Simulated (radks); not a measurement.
Effect of the nuclear size on neutral cobalt, [Ar] 3d7 4s2. Calculated with a radial shooting solver on a logarithmic mesh with Libxc functionals: Dirac Kohn-Sham, PBE, spin-unpolarised, spherical densities, finite nucleus; open shells are shared between the two j in proportion to 2j + 1; Fermi nuclear charge, rms radius 3.7875 fm. The rms radius is varied about that value; shifts are against it.

rms radius (fm)  total energy shift (eV)  density at nucleus (e/bohr^3)  1s1/2 shift (meV)  2s1/2 shift (meV)  2p1/2 shift (meV)  3s1/2 shift (meV)
3.2913                           -0.0330                      1.735e+04              -14.0              -1.28              0.130             -0.181
3.6208                           -0.0116                      1.727e+04              -4.92             -0.450              0.045             -0.064
3.7875                                 0                      1.724e+04              0.000              0.000              0.000              0.000
3.9049                           0.00847                      1.721e+04               3.59              0.329             -0.033              0.046
4.3859                            0.0457                      1.712e+04               19.4               1.77             -0.179              0.251

Slopes of the eigenvalues against <r^2> in GHz/fm^2, as finite differences over the two radii next to the reference (eigenvalue slopes, not the field-shift constants of lines): 1s1/2 962, 2s1/2 88.1, 2p1/2 -8.90, 3s1/2 12.4.
